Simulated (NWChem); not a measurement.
Species: C₄H₅NO; SMILES C(#N)C1COC1

```xyz
11

N     -0.2892    -2.5955     0.0000
C      0.1181    -1.5080     0.0000
C      0.6085    -0.1372     0.0000
C      0.0123     0.8573    -1.0360
O     -0.2867     1.8117     0.0000
C      0.0123     0.8573     1.0360
H      1.7022    -0.1376     0.0000
H      0.7127     1.2533    -1.7787
H     -0.8909     0.4873    -1.5368
H      0.7127     1.2533     1.7787
H     -0.8909     0.4873     1.5368
```
Atoms are numbered in this order, from 1.

All runs: NWChem. Pople sets run with spherical d functions. Coordinates come from a B3LYP/6-31G* (spherical d) optimisation. Level: M06-2X/6-31G* with SMD (1 M gas to 1 M solution), gas-phase geometry.

```tsv
solvent	dielectric constant	solvation free energy (kcal/mol)	cavity-dispersion-structure term (kcal/mol)	dipole in solution (D)
water	78.4	-6.3	4.3	3.32
N,N-dimethylformamide	37.2	-7.6	0.8	3.44
cyclohexanone	15.6	-7.3	0.7	3.39
diethyl ether	4.24	-6.8	-0.5	3.21
chlorobenzene	5.70	-7.1	-0.2	3.27
anisole	4.22	-6.1	0.2	3.21
dimethyl sulfoxide	46.8	-7.0	1.5	3.44
```
